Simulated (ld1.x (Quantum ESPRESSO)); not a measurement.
## tantalum (Ta) PAW: all-electron and pseudo phase curves

| Item | Value |
| --- | --- |
| Element | Ta |
| Generator | ld1.x (Quantum ESPRESSO) 7.5 |
| Type | PAW |
| Functional | LDA (PZ) |
| Relativity | scalar-relativistic |
| Frozen core | [Xe] 4f14 |
| Valence charge | 5 |
| Reference configuration | 5d3.5 6s1.5 6p0 |
| Partial waves | 6s (bound): rcut 2.20, rcutus 2.45 bohr; 6s channel at 0.4 Ry: rcut 2.20, rcutus 2.45 bohr; 6p (bound, empty): rcut 2.75, rcutus 3.80 bohr; 6p channel at 1.5 Ry: rcut 2.75, rcutus 3.80 bohr; 5d (bound): rcut 2.35, rcutus 2.95 bohr; 5d channel at 0.15 Ry: rcut 2.35, rcutus 2.95 bohr |
| Local potential | all-electron potential smoothed inside 2.45 bohr (lloc = -1) |
| Core correction | Bessel-smoothed model core inside 1.80 bohr |
| Augmentation charge | PSQ, inside the norm-conserving radii |

The phase is arctan(r·u′/u) with u = r·R(r), unwrapped; energies in Ry, scanned from -2 to 5 Ry. A pole is an energy at which the radial function vanishes at the test radius. The pseudo phase is shifted by a multiple of π to meet the all-electron one at the reference energy, and phase errors are pseudo minus all-electron; the curves can meet again beyond the range given. Levels narrower than the energy grid can be missing from the lists of poles.

Q: For each channel, where are the poles, and over which energies does the pseudopotential scatter like the atom?

A:

```csv
channel,radius (bohr),reference energy (Ry),"poles, all-electron","poles, pseudo",unbroken range about the reference energy with phases within 0.05 rad,phase error 1 Ry above the reference energy (rad)
s,4.12,-0.40,"-0.01, 3.14","-0.02, 3.00",-0.4 to 1.2,-0.003
p,4.12,-0.10,"0.71, 4.12","0.70, 2.54, 4.54",below 1.9,-0.001
d,4.12,-0.24,"-0.14, 2.08","-0.15, 2.07",not even at the reference energy,-0.037
```

The ghost test of this file was not conclusive. Its overlap operator is not positive definite in a basis up to 400 Ry (lowest eigenvalue s -31.82), so the file is unfit for use: the generalised eigenproblem breaks down once the basis is large enough, and its test numbers describe a broken file.

Phases in the d channel:

```csv
E (Ry),all-electron,pseudo
-2.00,1.398,1.398
-1.76,1.386,1.386
-1.52,1.371,1.371
-1.28,1.352,1.352
-1.04,1.325,1.325
-0.80,1.280,1.281
-0.56,1.184,1.183
-0.32,0.365,0.294
-0.08,-1.662,-1.674
0.16,-1.846,-1.853
0.40,-2.025,-2.034
0.64,-2.435,-2.457
0.88,-3.567,-3.600
1.12,-4.272,-4.281
1.36,-4.497,-4.501
1.60,-4.602,-4.604
1.84,-4.666,-4.668
2.08,-4.713,-4.714
2.32,-4.753,-4.754
2.56,-4.792,-4.793
2.80,-4.838,-4.838
3.04,-4.899,-4.900
3.28,-5.005,-5.004
3.52,-5.260,-5.251
3.76,-6.243,-6.188
4.00,-7.300,-7.276
4.24,-7.573,-7.563
4.48,-7.679,-7.673
4.72,-7.737,-7.733
4.96,-7.775,-7.771
```
